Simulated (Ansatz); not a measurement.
Ideal-gas functions of CF2GaN, SMILES `N#[C][Ga]([F])[F]` at 500 K and 1 bar, from an Ansatz frequency run at PBE0-D4/def2-TZVP.

Molar mass 133.74 g/mol, point group C2v (symmetry number 2), electronic degeneracy 1, moments of inertia 81.949, 198.076, 280.025 u Å². Harmonic wavenumbers (cm⁻¹, unscaled): 104, 144, 192, 282, 307, 488, 714, 748, 2339.

Use S(trans) = R[1.5 ln M + 2.5 ln T − 1.1517]; rotational temperatures θ = 24.2544 K / I; S(rot) = R[ln(√π/σ · √(T³/θAθBθC)) + 1.5]; for each mode x = 1.438777 ν̃/T, S = R[x/(eˣ − 1) − ln(1 − e⁻ˣ)] and H = RT x/(eˣ − 1); 1 cm⁻¹ = 0.0119627 kJ/mol; R = 8.31446 J/(mol·K).

Q: By hand: the entropy, in J/(mol·K).

A: Translation 180.7. Rotation: θ = 0.296, 0.1224, 0.0866 K, giving 112.9. Vibration, mode by mode: 18.38, 15.70, 13.35, 10.28, 9.61, 6.14, 3.65, 3.38, 0.08, in all 80.6. Electronic 0.0. Sum 374.2 J/(mol·K).

Q: By hand: H − E and G − E in kJ/mol, counted from the electronic energy.

A: Zero-point energy ½ × 5318 × 0.0119627 = 31.8; thermal vibration 19.7; translation, rotation and pV give 4 RT = 16.6. H − E = 68.1 kJ/mol, and G − E = 68.1 − 500 × 374.2/1000 = -119.0 kJ/mol.

Vibration gives 22 % of the entropy, 34.1 J/(mol·K) of it from the modes under 150 cm⁻¹: soft modes count most, and the harmonic formula is weakest for them.
